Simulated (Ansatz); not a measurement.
Basis-set extrapolation for CH$_{4}$BF$_{3}$Si (`CB[Si](F)(F)F`) (PBE0-D4/def2-TZVP geometry, frozen core, the Gaussian-basis code of Ansatz). Multiplicity 1, RHF reference.

```
                      def2-TZVPP   def2-QZVPP
                 HF  -652.509570  -652.536806
    MP2 correlation    -1.128226    -1.228660
CCSD(T) correlation    -1.194405      not run
```

Energies in hartree. Use E(X) = E(∞) + A·exp(−7.88·√X) for Hartree–Fock and E(X) = E(∞) + B·X^(−2.97) for correlation, with X = 3 and 4, and add CCSD(T) minus MP2 of the smaller set to the MP2 limit.

Question: What is the CCSD(T) energy at the basis-set limit?

Answer: HF limit: -652.536806 + (-0.027236) × 0.13774 = -652.54056. MP2 limit: -1.228660 + (-0.100434) × 0.74074 = -1.30306. Higher-order term: -1.194405 − (-1.128226) = -0.06618. Total: -653.90980 hartree, 540.4 kJ/mol below CCSD(T)/def2-TZVPP.
